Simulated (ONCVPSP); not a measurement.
# titanium (Ti): one change to an ONCV potential, before and after

Ti, optimised norm-conserving Vanderbilt (ONCV), made with ONCVPSP 4.0.1 (PW91, non-relativistic). Core [Ne], reference 3s2 3p6 3d3 4s1. Waves: 3s+4s: rc 1.60 bohr, ncon 5, nbas 9, qcut 7.3 1/bohr, 2 projectors; 3p: rc 1.00 bohr, ncon 4, nbas 7, qcut 6.8 1/bohr, 2 projectors, debl 1.6 Ha; 3d: rc 2.20 bohr, ncon 4, nbas 9, qcut 8.3 1/bohr, 2 projectors, debl 3 Ha. Local part: polynomial inside 0.80 bohr (lpopt 1, dvloc0 0 Ha). Core correction: none.

Change: p: rc 1.18.

Cutoffs: the cutoffs (Ha) at which the residual kinetic energy of the hardest occupied pseudo-wave falls to 1 and 0.1 mHa per electron; they do not see the model core or the augmentation charge, which bear on the density cutoff. Errors are all-electron minus pseudo energies relative to the spin-unpolarised reference configuration.

Task: What does the change do?

Result: The potential gets softer (53 Ha and 130 Ha → 23 Ha and 58 Ha); the errors of the 3 common tests hardly move; neither file shows a bound ghost. A larger radius leaves more room for a smooth pseudo-wave, so fewer plane waves are needed.

| quantity | base | changed |
| --- | --- | --- |
| cutoff, loose | 53 Ha | 23 Ha |
| cutoff, tight | 130 Ha | 58 Ha |
| loose cutoff by channel | s 21 Ha, p 53 Ha, d 23 Ha | s 21 Ha, p 19 Ha, d 23 Ha |
| bound ghosts | none | none |
| GHOST(+) flags under 300 eV | s at 258.2 eV | s at 258.2 eV |
| tests with a reliable result | 3 of 4 | 3 of 4 |
| error for 3s2 3p6 3d2 4s2, meV [ΔE -0.93 eV] | +32 | +31 |
| error for 3s2 3p6 3d2 4s1, meV [ΔE 6.40 eV] | +22 | +22 |
| error for 3s2 3p6 3d3 4s0, meV [ΔE 6.22 eV] | +5.4 | +5.4 |
| s: phases at 1.62 bohr within 0.05 rad from the reference energy up to (Ha; the scan ends near 5) | to the end of the scan | to the end of the scan |
| d: phases at 2.24 bohr within 0.05 rad from the reference energy up to (Ha; the scan ends near 5) | to the end of the scan | to the end of the scan |
